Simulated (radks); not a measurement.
Values are calculated unless marked as measured or tabulated.
Valence configurations of Nb III (all share [Kr]). Code: a radial shooting solver on a logarithmic mesh with Libxc functionals. Model: Dirac Kohn-Sham, LDA (Slater exchange, Perdew-Wang correlation), spin-unpolarised, spherical densities, finite nucleus; open shells are shared between the two j in proportion to 2j + 1; Fermi nuclear charge, rms radius 4.324 fm. Order these by energy: 4d2 5s0.5 5p0.5; 4d0.5 5s1.5 5p1; 4d3; 4d0.5 5s0.5 5p2; 4d2 5p1; 4d1 5p2; 5s1 5p2; 4d2 5s1; 4d2.5 5p0.5; 4d1 5s2.

Answer. From the lowest, in eV above it: 4d3 0.000; 4d2 5s1 2.697; 4d2.5 5p0.5 3.676; 4d2 5s0.5 5p0.5 5.247; 4d1 5s2 6.719; 4d2 5p1 7.806; 4d0.5 5s1.5 5p1 14.901; 4d1 5p2 17.656; 4d0.5 5s0.5 5p2 20.575; 5s1 5p2 23.903. NIST lists [Kr] 4d3 as the ground configuration; this level of theory agrees among the configurations tried. The energies are those of spherical spin-averaged densities, not of single terms.
